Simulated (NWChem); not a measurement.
Basis-set dependence for H6NSi2

```
N
H 1 1.0201
Si 1 1.7528 2 114.91
Si 1 1.7532 2 114.09 3 169.26
H 3 1.4883 1 107.48 2 -172.56
H 3 1.4930 5 110.14 1 -119.81
H 3 1.4951 5 108.81 6 -117.46
H 4 1.4983 1 107.46 2 161.23
H 4 1.5021 8 110.22 1 118.05
```
Charge 0, spin multiplicity 2.

Everything below was run with NWChem. The geometry was optimised at UB3LYP/def2-SVP, a minimum by its harmonic frequencies. It is one conformer; others weren't searched.

Hartree-Fock energies in Ha, correlation energies in mHa.

The correlated methods keep 11 core orbitals frozen. The structure started from a generated list of species. The stability of the SCF solutions was not checked. Open-shell Hartree-Fock references start from PBE0 orbitals. No row is a measurement; the coupled-cluster row has its own basis-set and correlation limits.

| basis | functions | UHF | UMP2 | SCS-UMP2 | CCSD on ROHF | CCSD[T] on ROHF | CCSD(T) on ROHF | CCSD on UHF | CCSD[T] on UHF | CCSD(T) on UHF |
|---|---|---|---|---|---|---|---|---|---|---|
| STO-3G | 29 | -628.40754 | -121.3 | -134.1 | -164.9 | -168.2 | -167.5 | -164.5 | -167.6 | -167.0 |
| cc-pVDZ | 80 | -635.80071 | -359.8 | -368.6 | -410.8 | -422.0 | -421.5 | -409.2 | -420.3 | -419.8 |

From STO-3G to cc-pVDZ the Hartree-Fock energy moves by -7393.2 mHa and the UMP2 correlation energy by -238.6 mHa, which is 66 % of its value in the larger set.
